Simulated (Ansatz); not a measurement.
Zn₁₃H₃₀S₁₃, relaxed as a singlet with RKS PBE-D4/def2-SVP in Ansatz, starting from the GFN1-xTB geometry. Force threshold 0.03 eV/Å.

Single mean-field runs in def2-SVP are fitted with def2-universal-jkfit.

Start:

```xyz
56

Zn   -1.1740    2.6060   -1.5456
Zn    2.1405    3.7598    1.1568
Zn   -1.2100    4.8294    2.4001
Zn   -2.7944    0.6797    1.5148
Zn    0.6564    2.0012    3.9563
Zn    2.7404    1.4296   -3.2457
Zn   -0.1339    0.6437   -5.4859
Zn   -2.3174   -1.1641   -1.9584
Zn    1.6967   -2.0183   -3.6219
Zn    0.7401   -0.2527    0.2342
Zn   -0.7925   -2.7719    3.4296
Zn   -0.3567   -4.4601    0.2518
Zn   -3.8082   -3.7240    1.4589
S     0.0712    3.9718    0.1282
S     0.5389    2.1528   -3.2996
S     3.5708    3.1977   -1.2073
S    -1.2962    0.4371   -0.4115
S     1.7867    1.3701    1.8117
S    -1.4525    2.1645    3.0029
S    -2.5808   -1.5539    2.5955
S     0.3429   -0.6423    4.8914
S     2.2728   -0.4990   -1.7171
S    -0.5338   -1.3914   -3.6866
S    -2.1336   -3.2895   -0.6686
S     1.2958   -4.3125   -2.0378
S     0.6245   -2.4597    1.3892
H    -2.4187    3.3208   -2.0934
H     3.2016    4.6227    1.8547
H    -2.6067    5.2949    1.9545
H     0.0530    5.1913    3.2969
H    -4.2519    1.1408    1.3682
H     1.4666    2.5581    5.1358
H     4.0160    1.4615   -4.0992
H    -1.5302    1.1157   -5.9207
H     1.3235    0.2595   -6.0027
H    -3.7116   -0.9490   -2.5646
H     2.7891   -2.5771   -4.5441
H    -0.4993   -3.9013    4.4269
H     0.0131   -5.8814    0.6981
H    -5.2014   -3.2498    1.0148
H    -3.0120   -4.8948    2.1892
H     0.2067    5.1192   -0.5121
H     0.6667    3.3425   -3.8587
H     3.6270    4.3593   -1.8187
H     4.8704    3.1490   -1.0050
H     2.9813    0.9229    2.1581
H    -2.2221    2.2297    4.0744
H    -3.3231   -1.3971    3.6766
H    -0.4616   -0.5101    5.9218
H     1.3598   -1.0309    5.6311
H     3.4543   -0.9071   -1.2876
H    -1.0497   -2.3104   -4.4825
H    -2.6133   -4.1665   -1.5319
H     0.7422   -5.1697   -2.8658
H     2.3926   -5.0269   -1.9002
H     1.8439   -2.8194    1.7506
```

(1) Estimate the energy that the relaxation releases and the steps that it takes.

(2) Does the start keep its bonding and symmetry?

(3) Predict the relaxed structure.

Results:

(1) 79.8 kcal/mol, in 28 steps; 2.1 min on 11 threads of AMD EPYC 7R13 on a shared host and a whole NVIDIA H100 80GB HBM3. The force fell under the threshold at step 14, but the optimiser went on and released 0.257 eV more. No frequencies were taken in this run, so the end may be a saddle point.

(2) Bonds formed: Zn2–H30, Zn9–H35, Zn11–H41 (atoms count from 1). Metal–metal contacts that move far: Zn2–Zn3 3.73 to 2.72 Å, Zn7–Zn9 3.73 to 2.72 Å, Zn11–Zn13 3.73 to 2.72 Å. Point group C3v at the start, C3 at the end, both within 0.05 Å.

(3) 
Cartesian coordinates in Å:
```
Zn -1.4055 2.6296 -1.3782
Zn 1.8897 3.9996 1.9159
Zn -0.7961 4.4204 2.0077
Zn -2.9580 0.5593 1.3146
Zn 0.3962 1.7691 3.9409
Zn 2.5803 1.6767 -3.0569
Zn -0.0135 0.2580 -4.9133
Zn -2.3831 -0.9080 -2.0716
Zn 1.9712 -1.4416 -4.1564
Zn 0.7521 -0.2543 0.2380
Zn -1.0362 -3.5130 3.1342
Zn -0.3948 -4.3196 -0.0657
Zn -3.2793 -3.2943 1.6113
S 0.3788 3.8338 -0.1391
S 0.2282 2.0444 -3.2127
S 3.4556 2.9120 -0.9478
S -1.3258 0.4480 -0.4197
S 1.6017 1.3669 1.8088
S -1.5966 2.1778 2.6944
S -2.2934 -1.3116 2.8070
S 0.4812 -0.7580 4.5294
S 2.1342 -0.3760 -1.7349
S -0.4614 -1.7177 -3.4204
S -2.2874 -2.9851 -0.6389
S 1.4228 -3.9682 -1.8854
S 0.4931 -2.4215 1.2643
H -2.6420 3.4759 -1.8017
H 3.3603 4.4936 1.8115
H -1.7654 5.6398 2.0100
H 0.6351 4.2310 2.9939
H -4.4839 0.8529 1.2152
H 1.0146 2.4708 5.1919
H 3.7381 1.8303 -4.0941
H -0.9299 0.4687 -6.1552
H 1.7181 0.0163 -4.9310
H -3.7137 -0.6644 -2.8430
H 2.8995 -2.6676 -4.3871
H -0.2982 -3.8424 4.4625
H -0.2505 -5.8241 0.3284
H -4.8043 -3.5696 1.7711
H -1.9778 -4.3736 2.0561
H 0.1157 5.0941 -0.5850
H 0.1525 3.0969 -4.0727
H 3.3274 4.2202 -1.3003
H 4.7272 2.8476 -1.4526
H 2.8364 0.9299 2.1780
H -2.4615 2.6030 3.6559
H -3.3821 -1.3091 3.6262
H -0.5279 -0.8829 5.4342
H 1.3967 -0.4868 5.5114
H 3.3579 -0.8008 -1.3181
H -1.1604 -2.2861 -4.4425
H -3.0866 -3.8741 -1.2903
H 0.8750 -4.5818 -2.9696
H 2.0378 -5.1225 -1.4791
H 1.7381 -2.8120 1.6504
```
Bond lengths (bridged metal pairs left out): 34 × S–Zn 2.29 to 2.65 Å; 18 × H–Zn 1.55 to 1.75 Å; 15 × H–S 1.36 to 1.37 Å.
